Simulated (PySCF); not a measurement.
# State search for AlZn⁺

Unrestricted PBE0; Al 6-31G(d,p), Zn 6-31G(d,p); no relativity (PySCF 2.14). Outer shells of the fragments: Al+ 3s2; Zn 3d10 4s2.

Followed along the bond (rough minima from three points):

```csv
2Ms+1,unpaired,⟨S²⟩ at the start,R at minimum (Å),Te (eV)
1,none,0.00,2.77,0.00
3,"σ ↑, π ↑",2.01,none in the scan,≤ 1.98
```

Solutions found at the starting distance of 2.485 Å, counted from the lowest of them; the search is not exhaustive and high or unbound solutions are not listed, so other states can lie among these:

```
2Ms+1  unpaired   term  E (eV)  ⟨S²⟩  ⟨Lz²⟩  μ (D)
    1      none    ¹Σ⁺    0.00  0.00   0.00  -2.18
    3  σ ↑, π ↑     ³Π    1.89  2.01   1.00  -1.09
    1  σ ↑, π ↓  mixed    2.25  1.02   1.00  -0.96
    3      σ ↑↑    ³Σ⁺    2.29  2.00   0.00  -4.17
    3      π ↑↑    ³Σ⁻    4.94  2.08   0.00   0.09
    1      π ↑↓  mixed    5.23  1.00   2.01  -0.27
    1      none  mixed    5.83  0.00   2.00  -0.76
    3      π ↑↑  mixed    7.39  2.01   2.01  -3.60
```

A term symbol is given only where ⟨S²⟩ and ⟨Lz²⟩ are close to those of a pure state; real π, δ and φ orbitals otherwise mix terms. A positive dipole points towards Zn; it is taken about the centre of mass and depends on that origin.

Counting both spins, an empty level lies below a filled one in some of these solutions, because spin and occupation are held.
